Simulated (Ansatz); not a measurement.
```yaml
crystal:
  periodic: [false, false, false]
  atoms:
    - {symbol: O, position_ang: [-1.010993, 0.283114, 1.015171]}
    - {symbol: Ge, position_ang: [0.280760, -0.342690, 0.023889]}
    - {symbol: F, position_ang: [1.451703, -1.176796, 0.960066]}
    - {symbol: F, position_ang: [-0.397496, -1.580940, -0.961146]}
    - {symbol: S, position_ang: [1.283327, 1.238107, -1.072395]}
    - {symbol: H, position_ang: [-1.668844, -0.386255, 1.228010]}
    - {symbol: H, position_ang: [0.122743, 1.897459, -1.239295]}
basis:
  gaussian: {orbitals: ANO-RCC-VTZP}
magnetization: {spin_polarized: true, initial_magnetization: 2}
hamiltonian: {xc: {name: BHLYP}, dispersion: d4}
charge: 1
```

```sh
$ ansatz run in.yaml --threads 4 --pin off --events-out ev --progress --plain --max-ram 10444MiB
```

Output, abridged:

```
Error: YAML parse error: error: line 15 column 1: unknown field `charge`, expected one of crystal, accuracy, basis, kpoints, hamiltonian, magnetization, projection, total_charge, correlation, batch, efield, external_charges, scf, relax, neb, saddle, md, ramp, phonons, dielectric, real_time, elastic, magnetic_configurations, gw, evaluate, workflow, output, checkpoint, execution
13 | magnetization: {spin_polarized: true, initial_magnetization: 2}
14 | hamiltonian: {xc: {name: BHLYP}, dispersion: d4}
15 | charge: 1
```

Something in this input is off. What?

The input holds a key that doesn't belong there. The program refused the input.
